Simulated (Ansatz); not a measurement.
Computed with Ansatz on PBE0-D4/def2-TZVP structures; ΔE is electronic, products minus reactants. CCSD(T)/CBS adds triple-zeta CCSD(T) − MP2 to the extrapolated MP2 energy (def2 sets, frozen cores). Functionals use def2-TZVPP. B3LYP here is the variant with VWN-RPA as its local correlation; programs differ in this. One conformer a species, not always the lowest.

Consider the ligand exchange at the Al–C bond: `[AlH2]/[CH]=C1/C[SiH2]1` + `NC[SiH2]N` → `NC[SiH2][NH][AlH2]` + `C=C1C[SiH2]1`.

Is it downhill or uphill in electronic energy at CCSD(T)/CBS, and by how much? (Best estimate.)

Ansatz gave: Downhill: ΔE = -92.6 kJ/mol.

What do these levels give: PBE0-D4, B3LYP-D4, PBE, r2SCAN, B3LYP, MP2/def2-TZVPP, CCSD/def2-TZVPP, MP2/def2-QZVPP, SCS-MP2/def2-QZVPP, HF/CBS(def2), MP2/CBS(def2), CCSD/CBS(def2)? (Best estimate.)

Ansatz gave: PBE0-D4 -86.3, B3LYP-D4 -91.3, PBE -86.4, r2SCAN -91.0, B3LYP -93.4, MP2/def2-TZVPP -92.7, CCSD/def2-TZVPP -94.7, MP2/def2-QZVPP -92.6, SCS-MP2/def2-QZVPP -94.6, HF/CBS(def2) -98.3, MP2/CBS(def2) -92.0, CCSD/CBS(def2) -93.9 kJ/mol.

Largest T1 diagnostic among the species: 0.013.

In def2-TZVPP, CCSD(T) changes the Hartree–Fock value by +3.8 kJ/mol (the triples alone add +1.3 kJ/mol) and MP2 by +4.4 kJ/mol.
